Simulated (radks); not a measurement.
Values are calculated unless marked as measured or tabulated.
Tc39+, configuration [He] 2s2.

Level of theory: Dirac Kohn-Sham, PBE, spin-unpolarised, spherical densities, finite nucleus; Fermi nuclear charge, rms radius 4.4112 fm (a radial shooting solver on a logarithmic mesh with Libxc functionals).

Energy parts (eV):
| part | energy |
|---|---|
| total | -62708.050 |
| kinetic | 66153.179 |
| electron-nucleus | -130731.475 |
| Hartree | 2849.155 |
| exchange-correlation | -978.909 |

Orbitals (lengths in bohr, moments of r in powers of bohr):
1s1/2: occ. 2; eigenvalue (eV) -24289.93; <1/r> 44.87
2s1/2: occ. 2; eigenvalue (eV) -5773.949; <1/r> 11.00

The highest occupied level is 2s1/2 at -5773.9 eV. The electron density at the nucleus is 1e+05 e/bohr^3. The density falls to 0.001 e/bohr^3 at r = 0.47 bohr.
